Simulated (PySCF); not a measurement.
Level sweep

Butyl acetate, C6H12O2.
SMILES with atom numbers: `[CH3:1][CH2:2][CH2:3][CH2:4][O:5][C:6]([CH3:7])=[O:8]` (hydrogens: H9, H10, H11 on C1; H12, H13 on C2; H14, H15 on C3; H16, H17 on C4; H18, H19, H20 on C7)

PySCF, dipoles from the SCF density, polarisabilities from static response with core orbitals frozen. Geometry: PBE0-D3(BJ)/def2-SVP, one conformer, isolated molecule.

The anisotropy is √(½[(α1 − α2)² + (α2 − α3)² + (α3 − α1)²]).

```csv
level,μ (D),α (Å³),anisotropy (Å³)
B3LYP/def2-SVPD,1.823,12.17,3.98
PBE0/6-31G*,1.633,10.20,3.53
PBE0/6-31+G*,1.788,11.33,3.63
PBE0/def2-SVP,1.612,10.46,3.57
PBE0/aug-cc-pVDZ,1.797,12.31,4.16
```

The dipole runs from 1.61 D (PBE0/def2-SVP) to 1.82 D (B3LYP/def2-SVPD). No reference polarisability is at hand; against PBE0 in the largest diffuse basis at hand (aug-cc-pVDZ) the other PBE0 rows deviate by 6-31G* -17%, 6-31+G* -8%, def2-SVP -15%. With PBE0 the polarisability is 10.33 Å³ without diffuse functions (mean of 6-31G* and def2-SVP) and 11.82 Å³ with them (mean of 6-31+G* and aug-cc-pVDZ).
